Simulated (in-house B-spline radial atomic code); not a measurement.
Values are calculated unless marked as measured or tabulated.
**Ni ion on O atom: potential, deflection and energy transfer**

The pair potential comes from two frozen, spherical free-atom densities (PBE, B-spline radial code, scalar-relativistic past argon): electrostatics plus the change in Thomas-Fermi kinetic and Dirac exchange energy where they overlap, the recipe behind the universal ZBL potential, which averages such potentials (from solid-state densities) over many pairs. It is written V = (Z1 Z2 e²/r) φ(r/a), with e² = 14.3996 eV·Å and a = 0.46850 Å/(Z1^0.23 + Z2^0.23); ZBL's fit is φ = 0.18175 e^(−3.1998x) + 0.50986 e^(−0.94229x) + 0.28022 e^(−0.4029x) + 0.02817 e^(−0.20162x). Where φ falls below 4e-4 it is continued as an exponential.

Masses 58.69 and 16.0 u.

```json
{"x = r/a": "0.1", "φ, this pair": "0.8949", "φ, ZBL": "0.8928"}
{"x = r/a": "0.5", "φ, this pair": "0.6321", "φ, ZBL": "0.6096"}
{"x = r/a": "1.5", "φ, this pair": "0.3233", "φ, ZBL": "0.2995"}
{"x = r/a": "3", "φ, this pair": "0.1446", "φ, ZBL": "0.1292"}
{"x = r/a": "5", "φ, this pair": "0.0574", "φ, ZBL": "0.05224"}
{"x = r/a": "8", "φ, this pair": "0.01874", "φ, ZBL": "0.01705"}
{"x = r/a": "12", "φ, this pair": "0.004404", "φ, ZBL": "0.00474"}
{"x = r/a": "17", "φ, this pair": "0.0008533", "φ, ZBL": "0.001212"}
```

**Question.** At x = 1 the electrostatic, kinetic and exchange parts are 8457.73, 3145.06 and -159.07 eV. Find r, V and φ.

**Answer.** a = 0.46850/(2.1520 + 1.6133) = 0.12443 Å, so r = 0.12443 Å. V = 8457.73 + 3145.06 + (-159.07) = 11443.72 eV. The bare repulsion is 28 × 8 × 14.3996/0.12443 = 25923 eV, so φ = 0.4414, +6.0 % against ZBL's 0.4164. The kinetic (Pauli) term is 27 % of V here.

**Question.** The ion comes in at 1.21 keV with impact parameter 0.0622 Å. The scattering integral gives a centre-of-mass angle of 164.9° and a closest approach of 5.246 a. What are the reduced energy, the energy passed on and the laboratory angles?

**Answer.** ε = E a M2/(Z1 Z2 e² (M1 + M2)) = 1210 × 8.2636e-06 = 0.01. The most that one collision can pass on is γE with γ = 4 M1 M2/(M1 + M2)² = 0.6733. Here T = γE sin²(θ/2) = 0.6733 × 1210 × 0.9828 = 800.8 eV. The ion turns by arctan(sin θ/(cos θ + M1/M2)) = 5.5°, and the struck atom leaves at (180° − θ)/2 = 7.5°. The closest approach is 0.653 Å. With ZBL the angle would be 164.45° and T = 799.9 eV.
